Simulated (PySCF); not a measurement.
CH9BrSi4.
SMILES with atom numbers: `[CH3:1][Si@H:2]1[SiH2:3][Si@@H:4]([Br:5])[SiH2:6]1` (hydrogens: H7, H8, H9 on C1; H10 on Si2; H11, H12 on Si3; H13 on Si4; H14, H15 on Si6)

Method: PBE0-D3(BJ)/def2-SVP geometry optimisation, gas phase (PySCF 2.14.0); density fitting, grid level 1; the optimiser is geomeTRIC in internal coordinates, started from a GFN2-xTB structure.

The end geometry, which sets the zero of energy:
```
atom  x, y, z in Å
C1      2.0346   -0.9836   -0.0797
Si2     1.0050    0.5678   -0.3668
Si3    -0.9666    0.1693   -1.6235
Si4    -2.0415   -0.1951    0.4402
Br5    -1.5016   -2.3108    1.0216
Si6    -0.3901    1.1337    1.4685
H7      2.5138   -1.3046   -1.0172
H8      1.3967   -1.8012    0.2859
H9      2.8215   -0.7919    0.6656
H10     1.8496    1.6943   -0.8755
H11    -1.4554    1.4454   -2.2398
H12    -1.0102   -0.9322   -2.6328
H13    -3.5096   -0.0362    0.6610
H14     0.0122    0.7648    2.8599
H15    -0.7651    2.5837    1.4119
```

**Question.** These geometries come from the run, each turned onto the end geometry. Order them by energy, lowest first.
A.
```
atom  x, y, z in Å
C1      2.1924   -0.8104   -0.1602
Si2     0.9794    0.6220   -0.3780
Si3    -0.9484   -0.0032   -1.6130
Si4    -2.1597   -0.0467    0.4196
Br5    -2.3176   -2.1888    1.1028
Si6    -0.3535    0.9801    1.5525
H7      2.6616   -1.0702   -1.1219
H8      1.6847   -1.7078    0.2244
H9      2.9897   -0.5393    0.5493
H10     1.6858    1.8402   -0.8899
H11    -1.4396    1.0338   -2.5748
H12    -0.9005   -1.3160   -2.3279
H13    -3.5415    0.5108    0.5070
H14     0.0660    0.2805    2.8061
H15    -0.6052    2.4186    1.8833
```
B.
```
atom  x, y, z in Å
C1      2.2508   -0.7727   -0.1850
Si2     0.9727    0.6248   -0.3773
Si3    -0.9361   -0.0493   -1.6117
Si4    -2.1766    0.0158    0.4020
Br5    -2.5641   -2.1083    1.1358
Si6    -0.3403    0.9404    1.5717
H7      2.7196   -1.0185   -1.1337
H8      1.7827   -1.6777    0.1924
H9      3.0415   -0.4995    0.5082
H10     1.7191    1.7942   -0.8778
H11    -1.4494    0.9282   -2.5809
H12    -0.9223   -1.3169   -2.3486
H13    -3.5498    0.5168    0.5063
H14     0.0499    0.2914    2.8275
H15    -0.6045    2.3350    1.9506
```
C.
```
atom  x, y, z in Å
C1      2.0034   -0.9874   -0.0748
Si2     1.0047    0.5828   -0.3708
Si3    -0.9652    0.1793   -1.6304
Si4    -2.0216   -0.2014    0.4388
Br5    -1.4131   -2.3000    1.0105
Si6    -0.3873    1.1477    1.4688
H7      2.4812   -1.3286   -1.0056
H8      1.3345   -1.7832    0.2859
H9      2.7852   -0.8199    0.6814
H10     1.8540    1.7064   -0.8774
H11    -1.4688    1.4500   -2.2444
H12    -0.9847   -0.9319   -2.6297
H13    -3.4923   -0.0676    0.6597
H14     0.0257    0.7601    2.8518
H15    -0.7625    2.5971    1.4156
```
D.
```
atom  x, y, z in Å
C1      2.0812   -0.9127   -0.1132
Si2     0.9964    0.6063   -0.3750
Si3    -0.9605    0.1050   -1.6277
Si4    -2.0864   -0.1456    0.4338
Br5    -1.7725   -2.2872    1.0690
Si6    -0.3737    1.0830    1.5088
H7      2.5530   -1.2260   -1.0567
H8      1.4563   -1.7396    0.2562
H9      2.8691   -0.7123    0.6283
H10     1.7681    1.7853   -0.8831
H11    -1.4609    1.2844   -2.4019
H12    -0.9180   -1.1149   -2.4923
H13    -3.5320    0.2035    0.5826
H14     0.0621    0.5319    2.8289
H15    -0.6889    2.5423    1.6216
```

**Answer.** C (0.008 eV), D (0.025 eV), A (0.085 eV), B (0.284 eV).

In the order of the answer:

```
step  E above end (eV)  largest force (eV/Å)  rms force component (eV/Å)  rms distance from end (Å)  rms bond change (Å)  bond most changed (Å)
   9             0.008                  0.10                       0.024                      0.038                0.001         Si2–Si6 +0.001
   6             0.025                  0.13                       0.042                      0.169                0.004         Si4–Si6 +0.010
   1             0.085                  0.17                       0.051                      0.413                0.005         Si3–Si4 +0.011
   0             0.284                  1.04                       0.358                      0.483                0.020         Si3–H11 -0.030
```

What follows is the cost of the whole optimisation. Time: 3.1 min. Hardware: one thread of an x86-64 server (shared host).
